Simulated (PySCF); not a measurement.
TeFBr, SMILES F[Te]Br.

Geometry optimised at B3LYP-D3(BJ)/def2-TZVP. The def2 effective core potentials stand for the cores of Te; spin–orbit coupling is left out.

Level of theory: PySCF with PBE0/def2-TZVPD.

The molecule is in vacuum.

* **total energy**: -2941.70938 hartree
* **point group**: Cs
* **highest occupied level**: -6.71 eV
* **lowest empty level**: -2.95 eV
* **orbital gap**: 3.75 eV
* **dipole moment**: 2.20 D
* **quadrupole, principal values (traceless, Buckingham form, about the centre of nuclear charge)**: -4.01, -2.79, 6.81 D·Å
* **mean static polarisability**: 62.8 bohr³ (9.30 Å³)
* **polarisability, principal values**: 52.2, 53.0, 83.1 bohr³
